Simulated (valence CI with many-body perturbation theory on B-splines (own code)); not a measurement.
# From CI to CI+MBPT in Ru21+

Computed by relativistic CI+MBPT: five valence electrons over a frozen Dirac-Fock core [Ar], radial functions for each j: 7 s, 7 p, 8 d, 6 f, 4 g, 1 h, with the one-electron correlation potential Σ1 (screened to all orders), the two-electron term Σ2, the three-electron term Σ3, Breit, model QED; selected single and double excitations, second order for the rest (own B-spline code, finite nucleus).

No measured levels were compared; by estimate terms of the open shell hold to 2 to 4 % of their energy, and close levels can change places. Core correlation moves these levels by up to 13000 cm⁻¹, and in measured spectra 5 to 20 % of such shifts remained as error; rates that hang on mixing are uncertain with them. Only levels of the ground parity were solved; by the run's estimate the other parity begins above the list, which can be wrong where configurations are misplaced.

Each rung adds one term. CI alone is the Dirac-Coulomb CI over the frozen core; QED comes last and gives the full result, which names the levels. Energies are above 3d5 6S_5/2 on the same rung, in cm⁻¹.

Names give the largest LS component (configuration and term), which can be under half, so a name can repeat, a term be missing and a line seem to break the LS rules; names also repeat where a configuration has a term twice. Letters in brackets count levels of one name in rising energy.

```tsv
Level	CI alone	Σ1	Σ2	Σ3	Breit	QED	Full
3d5 4G_5/2 [a]	90765	-191	-3952	-1757	+1709	-107	86467
3d5 4G_7/2	107671	+147	-2631	-1238	-210	-12	103726
3d5 4G_11/2	111074	+209	-1833	-1388	-2204	+8.8	105866
3d5 4P_3/2	112800	+98	-4205	-1563	+909	-28	108011
3d5 4G_5/2 [b]	112517	+227	-2852	-1406	+229	+14	108728
3d5 4G_9/2	114382	+285	-1897	-1167	-1487	+30	110146
3d5 4P_1/2	123742	+244	-3738	-1631	+351	+12	118981
3d5 4D_7/2	137824	+378	-4252	-666	-967	+50	132368
3d5 4D_5/2	147316	+352	-4501	-1038	-585	+36	141579
3d5 4D_1/2	152727	+564	-4082	-941	-550	+97	147814
3d5 4D_3/2	156961	+579	-3683	-1140	-960	+100	151857
3d5 2I_11/2	157253	+376	-886	-2327	-2008	+34	152442
3d5 2I_13/2	169947	+529	-370	-2353	-4006	+76	163824
3d5 2F_7/2 [a]	172414	+245	-5399	-2669	-219	-14	164359
3d5 2D_3/2 [a]	173547	+383	-4412	-1895	+35	+33	167690
3d5 2G_9/2 [a]	176235	+342	-4603	-1400	-1163	+14	169426
3d5 2F_5/2 [a]	176564	+603	-3485	-1421	-774	+96	171583
3d5 4F_5/2	194772	+665	-3942	-2132	-1025	+107	188446
3d5 2H_9/2	199420	+575	-2713	-2077	-1805	+76	193475
3d5 2G_7/2 [a]	207029	+713	-4777	-651	-2053	+104	200365
3d5 4F_3/2	212817	+822	-4509	-2030	-1339	+141	205901
3d5 2F_7/2 [b]	216478	+780	-3959	-2540	-2373	+145	208531
3d5 2F_5/2 [b]	218709	+644	-6434	-267	-819	+85	211918
3d5 2H_11/2	227347	+971	-577	-2728	-4070	+186	221129
3d5 2F_7/2 [c]	233041	+795	-5889	-644	-2028	+128	225403
3d5 2G_9/2 [b]	234738	+925	-3453	-1799	-3018	+167	227561
3d5 2S_1/2	243907	+646	-9944	-661	-486	+77	233538
3d5 2D_5/2 [a]	249741	+1228	-3344	-3846	-3005	+257	241032
3d5 2D_3/2 [b]	269298	+718	-8199	-1455	-337	+88	260112
3d5 2D_5/2 [b]	284402	+1008	-7428	-951	-2002	+170	275199
3d5 2G_9/2 [c]	299462	+828	-7610	-1028	-2075	+103	289680
```

The middle columns are the shifts that each term adds.

Question: How does the ionisation energy move along the ladder, and which term matters most?

Answer: CI alone 969.95, + Σ1 972.20, + Σ2 980.62, + Σ3 980.64, + Breit 980.71, + QED 980.73 eV. The largest step is Σ2, 8.42 eV. NIST lists 981 ± 4 eV (theoretical).
